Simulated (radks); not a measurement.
Question: All-electron atom: Yb V in [Xe] 4f12 (the NIST ground configuration). Method: scalar-relativistic Kohn-Sham, PBE, spin-polarised, spherical densities, finite nucleus; open shells are filled with parallel spins first (spin-orbit coupling, left out, can overturn this in heavy ions); Fermi nuclear charge, rms radius 5.3108 fm; computed with a radial shooting solver on a logarithmic mesh with Libxc functionals. Some entries of the table are withheld. Estimate them.

orbital,occ.,eigenvalue (hartree),<1/r> (bohr^-1),<r^2> (bohr^2)
1s down,1,-2252.080,80.61,0.0005300
1s up,1,-2252.080,80.61,0.0005300
2s up,1,-383.2984,18.80,0.008212
2s down,1,-383.2975,18.80,0.008212
2p up,3,-338.1074,17.26,0.006715
2p down,3,-338.1067,17.26,0.006715
3s up,1,-88.06224,6.943,0.05371
3s down,1,-88.02576,6.946,0.05368
3p up,3,-74.43501,6.464,0.05422
3p down,3,-74.39850,6.466,0.05419
3d up,5,-57.82287,6.121,0.04513
3d down,5,-57.79507,6.123,0.04509
4s up,1,-19.02851,2.941,0.2678
4s down,1,-18.95552,2.940,0.2678
4p up,3,-14.54320,2.686,0.3037
4p down,3,-14.47177,2.685,0.3039
4d up,5,-8.63379,(1),0.3589
4d down,5,-8.56392,(2),0.3595
5s up,1,-3.81905,1.146,1.510
5s down,1,-3.78790,1.140,1.521
5p up,3,-2.71583,(3),2.021
5p down,3,-2.69337,(4),2.040
4f up,7,-2.13078,1.849,(5)
4f down,5,-2.06667,1.839,(6)

Answer: 
(1) 4d up <1/r> (bohr^-1): 2.381
(2) 4d down <1/r> (bohr^-1): 2.379
(3) 5p up <1/r> (bohr^-1): 0.9752
(4) 5p down <1/r> (bohr^-1): 0.9696
(5) 4f up <r^2> (bohr^2): 0.6120
(6) 4f down <r^2> (bohr^2): 0.6256
